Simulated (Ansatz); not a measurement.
Level of theory: frozen-core CCSD(T)/cc-pVTZ // B3LYP-D3(BJ)/def2-TZVP (Ansatz, a first-principles code).

Ansatz 0.2 input:
```yaml
crystal:
  periodic: [false, false, false]
  atoms:
    - { symbol: O, position_ang: [-0.802002, 0.17416, 0.387273] }
    - { symbol: S, position_ang: [0.665578, 0.611782, -0.287702] }
    - { symbol: H, position_ang: [-1.273497, -0.363735, -0.261234] }
    - { symbol: H, position_ang: [1.40992, -0.422206, 0.161663] }
basis:
  gaussian: { orbitals: cc-pVTZ }
correlation:
  method: ccsd_t
```

Output:

```
Functional definition: HF
534 factors; integrals over basis functions are off by at most 7.1e-4 eV
mean field evaluation 1: about -12885.1481 eV, gradient 2.6e1 eV
mean field evaluation 2: about -12885.1539 eV, gradient 2.7e1 eV
mean field evaluation 4: about -12886.5091 eV, gradient 2.6e0 eV
mean field evaluation 8: about -12886.5313 eV, gradient 1.2e-4 eV
mean field evaluation 16: about -12886.5246 eV, gradient 1.3e-1 eV
mean field -12886.53134606 eV, -473.5712921629 hartree, gradient 6.8e-6 eV, S^2 0.000000; 0 other end points of the search recorded, 0 dependent functions left out
6 core orbitals not correlated
reference -12886.53134606 eV, -473.5712921629 hartree; 7, 7 occupied and 79, 79 virtual orbitals, 534 factors
second order -11.53573708 eV of doubles, -0.00000000 eV of singles
cycle   1  -11.75978136 eV  change   -2.2e-1 eV  update   7.2e-2
cycle   2  -12.06590139 eV  change   -3.1e-1 eV  update   2.2e-2
cycle   3  -12.12490416 eV  change   -5.9e-2 eV  update   1.1e-2
cycle   4  -12.11824576 eV  change    6.7e-3 eV  update   2.5e-3
cycle   5  -12.11909058 eV  change   -8.4e-4 eV  update   1.3e-3
cycle   6  -12.11924405 eV  change   -1.5e-4 eV  update   4.8e-4
cycle   7  -12.11904650 eV  change    2.0e-4 eV  update   2.2e-4
cycle   8  -12.11911409 eV  change   -6.8e-5 eV  update   9.4e-5
cycle   9  -12.11911714 eV  change   -3.0e-6 eV  update   4.0e-5
cycle  10  -12.11909817 eV  change    1.9e-5 eV  update   1.7e-5
cycle  11  -12.11911462 eV  change   -1.6e-5 eV  update   6.2e-6
perturbative correction -0.46820687 eV, -0.0172062852 hartree
Total energy: -12899.11866755 eV, -474.0338676959 hartree
```

Cost: very roughly 3 core-seconds.
